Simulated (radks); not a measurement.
Values are calculated unless marked as measured or tabulated.
Sr+, configuration [Kr] 5s1 (the NIST ground configuration). Level of theory: Dirac Kohn-Sham, PBE, spin-unpolarised, spherical densities, point nucleus (a radial shooting solver on a logarithmic mesh with Libxc functionals).

Unscreened Slater integrals over Kohn-Sham orbitals (hartree). Large and small components are both included.

| integral | value |
|---|---|
| F0(5s1/2,5s1/2) | 0.23098 |
| F0(5s1/2,4p3/2) | 0.28927 |
| G1(5s1/2,4p3/2) | 0.022489 |
| F0(5s1/2,4p1/2) | 0.28994 |
| G1(5s1/2,4p1/2) | 0.021407 |
| F0(5s1/2,4s1/2) | 0.29361 |
| G0(5s1/2,4s1/2) | 0.013162 |
| F0(4p3/2,4p3/2) | 0.57393 |
| F2(4p3/2,4p3/2) | 0.30090 |
| F0(4p3/2,4p1/2) | 0.57995 |
| G2(4p3/2,4p1/2) | 0.30370 |
| F0(4p3/2,4s1/2) | 0.61365 |
| G1(4p3/2,4s1/2) | 0.41014 |
| F0(4p1/2,4p1/2) | 0.58620 |
| F0(4p1/2,4s1/2) | 0.62124 |
| G1(4p1/2,4s1/2) | 0.41929 |
| F0(4s1/2,4s1/2) | 0.66404 |
